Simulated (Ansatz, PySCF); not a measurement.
Process, species as SMILES: BN (BNH4) → NB (BNH4) as doublet, charge +1 + e-

Wanted: adiabatic ionisation energy (0 K, with zero-point energies), in eV. Set-up: non-relativistic; spin-orbit terms left out; open shells spin-unrestricted; no dispersion term unless named. Ab initio and DFT rows: single points at B3LYP-D3(BJ) geometries (Ansatz, an electronic-structure program), with unscaled harmonic terms from B3LYP/6-31G* at its own minima. The spin state of an ion or metal species was assumed, not searched.

```csv
species,coefficient,"E at BP86/def2-SVP (PySCF), Eh","E at wB97M-V/def2-TZVPD (Ansatz), Eh","zero-point energy, kcal/mol"
BN (BNH4),-1,-81.96981,-82.02329,30.17
"BN (BNH4) as doublet, charge +1",+1,-81.58789,-81.63454,26.89
```

 1 Eh = 27.2114 eV and 1 eV = 23.0605 kcal/mol.

Question: Work the quantity out at each level.

Answer: 
- BP86/def2-SVP: the sum of coefficient times E is 0.38192 Eh, or 10.393 eV; the thermal terms add -0.142. Result: 10.25 eV.
- wB97M-V/def2-TZVPD: the sum of coefficient times E is 0.38875 Eh, or 10.578 eV; the thermal terms add -0.142. Result: 10.44 eV.
